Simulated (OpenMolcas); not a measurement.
# Mo4+: moving or changing the point charges

Mo4+ among 6 point charges of -1.7 e arranged as a trigonal prism (D3h), 2.22 Å from the ion, with a polar angle of 48.1° against the regular 49.1°.

```
Program             : OpenMolcas
Method              : SS-CASPT2, IPEA 0.25 Eh, imaginary shift 0.1 Eh (closed shells correlated: 4s 4p)
Basis               : ANO-RCC-VTZP [7s6p4d2f1g]
Scalar Hamiltonian  : DKH2, point nucleus
Active space        : 2 electrons in 5 orbitals (4d)
State averaging     : 2S+1 = 3 even, 10 roots; 2S+1 = 1 even, 15 roots
Spin-orbit coupling : state interaction with AMFI integrals over the reference wave functions
```

Runs around this geometry, states (labels of D3, the rotations of D3h). Energies in cm-1 above the lowest state or level, χT in cm3 K/mol.

| R (Å) | q (e) | Polar angle / regular | Ground state | First state of that spin | First gap with spin-orbit (degeneracies) | χT at 300 K | First state of another spin |
| --- | --- | --- | --- | --- | --- | --- | --- |
| 2.22 | -1.7 | 0.9 | 3A2 | 3E 1350 | 520 (1, 2) | 0.387 | 1A1 5920 |
| 2.22 | -1.1 | 0.98 | 3E | 3A1 1220 | 220 (2, 2) | 0.249 | 1A1 7480 |
| 2.02 | -1.7 | 0.98 | 3E | 3A2 1470 | 670 (2, 2) | 0.212 | 1A1 6410 |
| 2.22 | -1.7 | 0.98 | 3E | 3A2 1710 | 490 (2, 2) | 0.207 | 1A1 6850 |
| 2.49 | -1.7 | 0.98 | 3E | 3A2 800 | 42 (2, 2) | 0.290 | 1A1 7170 |

The ground state changes within this set.

Roots that are degenerate in the reference are averaged as groups; the widest CASPT2 spread within a group is 140 cm-1 (the 2-fold group of multiplicity 3 near 0 cm-1 above the lowest state of its run, R = 2.02, q = -1.7, ratio = 0.98). Shifts and gaps below about the spread of the groups concerned are not significant. Free-ion shares, where given, are those of the reference states; single-state CASPT2 does not remix them. An orbital doublet at a regular site is open to a Jahn-Teller distortion, which this geometry leaves out (holds for R = 2.22, q = -1.1, ratio = 0.98; R = 2.02, q = -1.7, ratio = 0.98; R = 2.22, q = -1.7, ratio = 0.98; R = 2.49, q = -1.7, ratio = 0.98). The ground term spreads over less than 5000 cm-1, several times less than with real ligands, so orbital moments are less quenched and χT lies further from the spin-only value than at real sites (holds for R = 2.22, q = -1.1, ratio = 0.98; R = 2.22, q = -1.7, ratio = 0.98; R = 2.49, q = -1.7, ratio = 0.98). Point charges carry no covalency, so the field is a model and not that of real ligands. No measured value stands beside these numbers.
